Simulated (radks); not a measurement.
Problem. These are the eigenvalues of the occupied orbitals of an atom or ion with whole-number occupations (eV). All-electron calculation, scalar-relativistic Kohn-Sham, LDA (Slater exchange, Perdew-Zunger correlation), spin-unpolarised, spherical densities, finite nucleus; Fermi nuclear charge, rms radius of each element as measured or else 0.836 A^(1/3) + 0.57 fm. Program: a radial shooting solver on a logarithmic mesh with Libxc functionals.

1s: -48322.79
2s: -7941.847
2p: -7080.680
3s: -1751.959
3p: -1483.850
3d: -1124.296
4s: -352.2773
4p: -264.0102
4d: -140.9548
5s: -51.1099
5p: -30.1787
4f: -9.1827
6s: -8.7916

Which element is it, and in what charge state? The configuration may be excited.

Solution. Z = 63, europium, charge +1: Eu+ in [Xe] 4f7 6s1. The list shows which subshells hold electrons but not how many an open one holds; the 1s level, -1775.8 hartree, gives Z - s = 59.6 by -(Z - s)^2/2, which with screening and relativity narrows Z to a few neighbours, and the depths of the outer levels then fix element, charge and occupations together.
